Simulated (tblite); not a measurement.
Compound: C7H8NOP.
Numbering: `[CH2:1]=[CH:2][c:3]1[p:4][cH:5][cH:6][n:7][c:8]1[O:9][CH3:10]` (hydrogens: H11, H12 on C1; H13 on C2; H14 on C5; H15 on C6; H16, H17, H18 on C10)

Structure optimised with GFN2-xTB, isolated species.

(1) List the bond lengths, angles and torsions at this level.

## Answers

(1) 
```
                     bond  length (bohr)     order
                    C1=C2          2.511    double
                    C2–C3          2.749    single
                    C3–P4          3.300  aromatic
                    P4–C5          3.281  aromatic
                    C5–C6          2.597  aromatic
                    C6–N7          2.501  aromatic
                    N7–C8          2.494  aromatic
                    C8–O9          2.548    single
                   O9–C10          2.671    single
                    C3–C8          2.668  aromatic
                   C1–H11          2.039    single
                   C1–H12          2.033    single
                   C2–H13          2.042    single
                   C5–H14          2.044    single
                   C6–H15          2.051    single
C10–H16, C10–H17, C10–H18          2.061    single
```

Bonds in one row agree within 0.02 bohr and their mean is given. Orders are formal, as drawn. A selection of angles:
```
      angle  degrees
  C2–C1–H11    121.6
  C2–C1–H12    121.6
 H11–C1–H12    116.8
   C1–C2–C3    124.7
  C1–C2–H13    120.3
  C3–C2–H13    115.0
   C2–C3–P4    120.0
   C2–C3–C8    118.7
   P4–C3–C8    121.2
   C3–P4–C5    100.1
   P4–C5–C6    123.7
  P4–C5–H14    117.2
  C6–C5–H14    119.1
   C5–C6–N7    126.3
  C5–C6–H15    120.0
  N7–C6–H15    113.7
   C6–N7–C8    121.6
   N7–C8–O9    116.5
   C3–C8–N7    127.1
   C3–C8–O9    116.4
  C8–O9–C10    116.6
 O9–C10–H16    105.7
 O9–C10–H17    110.7
H16–C10–H17    110.5
H16–C10–H18    110.5
```

Torsions: C1–C2–C3–P4 0° (synperiplanar); N7–C8–O9–C10 0° (synperiplanar).

The 10 heavy atoms lie in one plane (0.001 Å rms). The C–O distances run from 1.348 Å (C8–O9, drawn single) to 1.413 Å (O9–C10, drawn single), a spread of 0.065 Å. Of the pairs four or more bonds apart, O9···H13 is among the closest relative to their van der Waals radii: 2.28 Å, 84 % of the sum of Bondi's values. The 4 C–C bonds span 1.329 Å (C1=C2, drawn double) to 1.455 Å (C2–C3, drawn single), a spread of 0.126 Å. The 6-membered ring C3–P4–C5–C6–N7–C8 has internal angles of 100.1° to 127.1° (sum 720°, against 720° for a flat polygon); it is planar, 0.00 Å rms from its mean plane, widest ring torsion 0°.

Point group: Cs (tolerance 0.08 Å). Its GFN2-xTB frequencies are all real (lowest 17 cm⁻¹). The numbers are those of one conformer. 2 starts were optimised and ended at 0.00 and 1.03 kcal/mol (GFN2-xTB); the lowest of these is shown.

These are computed values.
